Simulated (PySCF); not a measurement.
NP, triplet, at a GFN2-xTB geometry (a higher spin typed on purpose: for a closed-shell molecule this is an excited state), atoms displaced at random by about 0.03 Å a coordinate; PBE/def2-TZVP, gradient run with PySCF.

PySCF was given this input:
```python
from pyscf import gto, scf, dft

mol = gto.Mole()
mol.atom = '''
    N     0.021758   -0.015192   -1.016644
    P     0.021868   -0.004436    0.514081
'''
mol.basis = 'def2-tzvp'
mol.charge = 0
mol.spin = 2
mol.verbose = 4
mol.build()

mf = dft.UKS(mol)
mf.xc = 'pbe'
mf.grids.level = 0
mf.kernel()
g = mf.nuc_grad_method()
g.grid_response = False
grad = g.kernel()
```

The log (banner, timings and long lists left out):

```
PySCF version 2.14.0

[INPUT] verbose = 4
[INPUT] num. atoms = 2
[INPUT] num. electrons = 22
[INPUT] charge = 0
[INPUT] spin (= nelec alpha-beta = 2S) = 2
[INPUT] symmetry False subgroup None
[INPUT] Mole.unit = angstrom
[INPUT] Symbol           X                Y                Z      unit          X                Y                Z       unit  Magmom
[INPUT]  1 N      0.021758000000  -0.015192000000  -1.016644000000 AA    0.041116661018  -0.028708719284  -1.921178726182 Bohr   0.0
[INPUT]  2 P      0.021868000000  -0.004436000000   0.514081000000 AA    0.041324530892  -0.008382825089   0.971472295843 Bohr   0.0

nuclear repulsion = 36.2979864619593
number of shells = 24
number of NR pGTOs = 109
number of NR cGTOs = 68
basis = def2-tzvp
ecp = {}

******** <class 'pyscf.dft.uks.UKS'> ********
method = UKS
initial guess = minao
damping factor = 0
level_shift factor = 0
DIIS = <class 'pyscf.scf.diis.CDIIS'>
diis_start_cycle = 1
diis_space = 8
diis_damp = 0
SCF conv_tol = 1e-09
SCF conv_tol_grad = None
SCF max_cycles = 50
direct_scf = True
direct_scf_tol = 1e-13
number electrons alpha = 12  beta = 10
XC library pyscf.dft.libxc version 7.1.2
    S. Lehtola, C. Steigemann, M. J. T. Oliveira, and M. A. L. Marques,  SoftwareX 7, 1–5 (2018)
XC functionals = pbe
    J. P. Perdew, K. Burke, and M. Ernzerhof,  Phys. Rev. Lett. 77, 3865 (1996)
    J. P. Perdew, K. Burke, and M. Ernzerhof,  Phys. Rev. Lett. 78, 1396 (1997)
    J. P. Perdew, K. Burke, and M. Ernzerhof,  Phys. Rev. Lett. 77, 3865 (1996)
    J. P. Perdew, K. Burke, and M. Ernzerhof,  Phys. Rev. Lett. 78, 1396 (1997)
radial grids:
    Treutler-Ahlrichs [JCP 102, 346 (1995); DOI:10.1063/1.469408] (M4) radial grids

becke partition: Becke, JCP 88, 2547 (1988); DOI:10.1063/1.454033
pruning grids: <function nwchem_prune>
grids dens level: 0
symmetrized grids: False
atomic radii adjust function: <function treutler_atomic_radii_adjust>
small_rho_cutoff = 0
Set gradient conv threshold to 3.16228e-05
tot grids = 2688
init E= -395.908935891212

cycle= 1 E= -395.68124043699  delta_E= 0.228  |g|= 0.335  |ddm|= 1.15

cycle= 2 E= -394.615589941406  delta_E= 1.07  |g|=  1.3  |ddm|= 1.29

cycle= 3 E= -395.739592550978  delta_E= -1.12  |g|= 0.0976  |ddm|= 1.13

cycle= 4 E= -395.744147283203  delta_E= -0.00455  |g|= 0.019  |ddm|= 0.0497

cycle= 5 E= -395.744285364034  delta_E= -0.000138  |g|= 0.0132  |ddm|= 0.0237

cycle= 6 E= -395.744388414196  delta_E= -0.000103  |g|= 0.00187  |ddm|= 0.0103

cycle= 7 E= -395.744393681829  delta_E= -5.27e-06  |g|= 0.00124  |ddm|= 0.00371

cycle= 8 E= -395.744395860185  delta_E= -2.18e-06  |g|= 0.000357  |ddm|= 0.0022

cycle= 9 E= -395.744396245221  delta_E= -3.85e-07  |g|= 0.000139  |ddm|= 0.00144

cycle= 10 E= -395.744396261664  delta_E= -1.64e-08  |g|= 3.45e-05  |ddm|= 0.000234

cycle= 11 E= -395.744396263072  delta_E= -1.41e-09  |g|= 1.19e-05  |ddm|= 8.03e-05

cycle= 12 E= -395.744396263288  delta_E= -2.16e-10  |g|= 8.17e-06  |ddm|= 4.96e-05

Extra cycle  E= -395.744396263544  delta_E= -2.56e-10  |g|= 1.39e-05  |ddm|= 6.61e-05
converged SCF energy = -395.744396263544  <S^2> = 2.0097592  2S+1 = 3.0064991

******** <class 'pyscf.grad.uks.Gradients'> for <class 'pyscf.dft.uks.UKS'> ********
unit = Eh/Bohr
grid_response = False
--------------- UKS gradients ---------------
         x                y                z
0 N     0.0000032853     0.0001998299     0.0282834266
1 P    -0.0000008828    -0.0001532009    -0.0201768044
----------------------------------------------
```
